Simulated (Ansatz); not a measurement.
Isolated molecules relaxed with PBE0-D4/def2-TZVP in Ansatz; ΔE leaves out vibrations. CCSD(T)/CBS adds triple-zeta CCSD(T) − MP2 to the extrapolated MP2 energy (def2 sets, frozen cores). This one scheme is used for every species. DFT in def2-TZVPP. B3LYP here is the variant with VWN-RPA as its local correlation; programs differ in this. For Ge outer-core shells are correlated without core-valence functions, which leaves a few kJ/mol of doubt a bond. Scalar relativity is left out up to krypton. Each species was taken in one conformer, which may not be the lowest.

Reaction (ligand exchange at the Si–O bond): `O[SiH](Cl)[GeH2][Cl]` + H–F → `F[SiH](Cl)[GeH2][Cl]` + H₂O

| level | ΔE (kJ/mol) | difference from CCSD(T)/CBS |
| --- | --- | --- |
| PBE-D4 | -27.0 | 2.4 |
| r2SCAN-D4 | -30.2 | -0.8 |
| PBE0-D4 | -27.1 | 2.3 |
| B3LYP-D4 | -30.3 | -0.9 |
| ωB97X-V | -31.2 | -1.8 |
| ωB97M-V | -29.6 | -0.2 |
| B2PLYP | -32.9 | -3.5 |
| PBE | -30.6 | -1.2 |
| r2SCAN | -31.1 | -1.7 |
| PBE0 | -30.3 | -0.9 |
| B3LYP | -36.2 | -6.8 |
| HF/def2-TZVPP | -41.0 | -11.6 |
| MP2/def2-TZVPP | -26.1 | 3.3 |
| SCS-MP2/def2-TZVPP | -30.2 | -0.8 |
| CCSD/def2-TZVPP | -31.2 | -1.8 |
| CCSD(T)/def2-TZVPP | -29.0 | 0.4 |
| HF/def2-QZVPP | -42.8 | -13.4 |
| MP2/def2-QZVPP | -27.0 | 2.4 |
| SCS-MP2/def2-QZVPP | -31.1 | -1.7 |
| HF/CBS(def2) | -43.1 | -13.7 |
| MP2/CBS(def2) | -26.6 | 2.8 |
| CCSD/CBS(def2) | -31.6 | -2.2 |
| CCSD(T)/CBS | -29.4 | 0 |

Largest T1 diagnostic among the species: 0.011.

In def2-TZVPP, CCSD(T) changes the Hartree–Fock value by +12.0 kJ/mol (the triples alone add +2.2 kJ/mol) and MP2 by +14.9 kJ/mol. The D4 term adds +5.9 kJ/mol with B3LYP and +3.2 kJ/mol with PBE0; it sums over pairs of atoms, weighted by their polarisabilities, and B3LYP, whose exchange is more repulsive, gets the larger term.

CCSD(T)/CBS has its own doubt, a few kJ/mol and more with outer-core shells, so smaller differences from it don't rank the levels.
